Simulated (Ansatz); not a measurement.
Species: C3H5O, charge 0, multiplicity 2. It need not be the lowest isomer of its formula. 
Coordinates optimised at B3LYP-D3(BJ)/def2-TZVP (Ansatz, a quantum-chemistry and plane-wave program):
```xyz
9

C      1.7807    -0.1390    -0.6135
C      0.6338    -0.2487     0.1444
C     -0.5990     0.2673    -0.1952
O     -1.7224     0.1528     0.5601
H      1.7803     0.3819    -1.5620
H      2.7122    -0.5709    -0.2804
H      0.6974    -0.7851     1.0904
H     -0.7789     0.8168    -1.1085
H     -1.5254    -0.3421     1.3655
```
Charge 0, spin multiplicity 2.

Basis-set convergence of Hartree-Fock and MP2 correlation energies (hartree) with Ansatz. Correlated levels leave the core frozen unless marked. Open shells are spin-unrestricted. Spin-orbit coupling is left out. No relativistic terms.

The UHF reference is spin-contaminated (<S^2> 0.19 over the pure value in the largest basis). 

```
basis    functions       E(HF)  E(corr, MP2)
-------  ---------  ----------  ------------
cc-pVDZ         81  -191.34159      -0.55421
cc-pVTZ        190  (withheld)    (withheld)
```

Task: What belongs in the gaps?

Result: 
- cc-pVTZ, E(HF): -191.39860
- cc-pVTZ, E(corr, MP2): -0.69350
